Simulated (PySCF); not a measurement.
Excitations are Tamm–Dancoff values on a coarser integration grid. The basis has no diffuse functions, so Rydberg states are missing or too high.

Cartesian coordinates (Å):
```xyz
8

C      2.3227     0.7522    -0.1912
C      1.1276     0.5948    -0.1260
Si    -0.6598     0.4002    -0.0338
C     -1.4184    -1.0985     0.2083
H      3.3791     0.8843    -0.2476
H     -1.3934     1.6697    -0.1893
H     -2.4975    -1.1827     0.2594
H     -0.8604    -2.0201     0.3202
```
Charge 0, spin multiplicity 1.

**Question.** Predict the HOMO–LUMO gap, S1 excitation (TDA), T1 excitation (TDA), S1–T1 gap (TDA), brightest of the four lowest singlets (TDA), S1 oscillator strength, dipole moment and HOMO from PySCF with PBE0-D3(BJ)/def2-TZVP.

**Answer.** 
* **HOMO–LUMO gap**: 4.90 eV
* **S1 excitation (TDA)**: 4.88 eV
* **T1 excitation (TDA)**: 2.40 eV
* **S1–T1 gap (TDA)**: 2.48 eV
* **brightest of the four lowest singlets (TDA)**: 4.99 eV
* **S1 oscillator strength**: 0.002
* **dipole moment**: 1.25 D
* **HOMO**: -6.50 eV
